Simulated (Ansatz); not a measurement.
Coupled-cluster diagnostics for the cluster B₅, Ansatz.

Geometry of the doublet (PBE-D4/def2-SVP):

Cartesian coordinates in Å:
```
B 0.119 -0.693 0.773
B -0.704 -0.296 -0.714
B 0.589 0.995 -0.059
B 0.864 -0.553 -0.626
B -0.868 0.547 0.627
```

Correlated methods freeze 5 core orbitals. Another isomer (doublet) lies 2.25 eV lower at PBE0-D4/def2-TZVP; other spin states weren't run for this one.

Task: Estimate the CCSD(T) correlation energy, the shares of MP2 and (T), T1 and the reference's ⟨S²⟩ for: charge 0, doublet, own geometry in def2-TZVPP; and the rough time on 4 threads of Arm Neoverse N1 on a shared host.

Result: 
```json
{"state": "charge 0, doublet, own geometry", "basis": "def2-TZVPP", "correlation (eV)": "-13.393", "MP2 share (%)": "85.6", "(T) share (%)": "7.6", "T1": "0.069", "⟨S²⟩ (pure)": "1.49 (0.75)", "wall time": "52 s", "remarks": "large T1, spin-contaminated"}
```
Customary marks for T1 are 0.02 (closed shells), 0.045 (open shells) and about 0.05 (3d metals). T1 exceeds 0.02 in 1 of 1 rows and 0.045 in 1; the higher it lies, the less the single-reference result can be trusted.
